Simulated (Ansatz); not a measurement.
Harmonic frequencies (cm⁻¹) at PBE0-D4/def2-TZVP from Ansatz: 142, 168, 248, 434, 471, 566, 757, 798, 882, 925, 932, 950, 1094, 2215, 2229, 2234, 2350, 3881.

Each molecule was computed in one conformer, which needn't be the lowest.

(1) Which molecule is it?
A. `[SiH3]OP`
B. `N=C1S[SiH]1O`
C. `ClB1NC[Se]1`
D. `OP[SiH3]`

## Answers

(1) D.
